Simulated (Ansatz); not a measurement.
`C[Si](C)(C)[CH2][Ga]([F])[Cl]` + `OCBCl` → `O[CH2][Ga]([F])[Cl]` + `C[Si](C)(C)CBCl`  (redistribution)

Program: Ansatz. Geometries: PBE0-D4/def2-TZVP. ΔE: electronic, gas phase. CBS: MP2 limit from def2 TZ/QZ plus the TZ coupled-cluster correction, frozen cores. Functionals use def2-TZVPP. For Ga outer-core shells are correlated without core-valence functions, which leaves a few kJ/mol of doubt a bond. Scalar relativity is left out up to krypton. One conformer a species, not always the lowest.

(1) Is it downhill or uphill in electronic energy at CCSD(T)/CBS, and by how much? (An estimate is asked.)

(2) What do these levels give: PBE-D4, ωB97M-V, PBE-QIDH, r2SCANh, HF/def2-SVP, CCSD/CBS(def2)? (An estimate is asked.)

Largest T1 diagnostic among the species: 0.013.

Results:

(1) The calculation gave: Uphill: ΔE = +20.0 kJ/mol.

(2) The calculation gave: PBE-D4 12.0, ωB97M-V 15.8, PBE-QIDH 18.3, r2SCANh 14.9, HF/def2-SVP 17.6, CCSD/CBS(def2) 20.1 kJ/mol.

Leaving LDA and LC-ωPBE aside and taking each functional with its dispersion term where it has one, the values, not all of them listed here, spread over 9.3 kJ/mol, from BLYP-D4 to BHLYP-D4. LDA lies +6.5 kJ/mol from PBE without D4. At CCSD(T), def2-SVP lies −3.9 kJ/mol from the extrapolated value and def2-TZVPP −1.2 kJ/mol. The D4 term adds +3.3 kJ/mol with B3LYP and +1.9 kJ/mol with PBE0; it sums over pairs of atoms, weighted by their polarisabilities, and B3LYP, whose exchange is more repulsive, gets the larger term.

B3LYP here is the variant with VWN-RPA as its local correlation; programs differ in this.
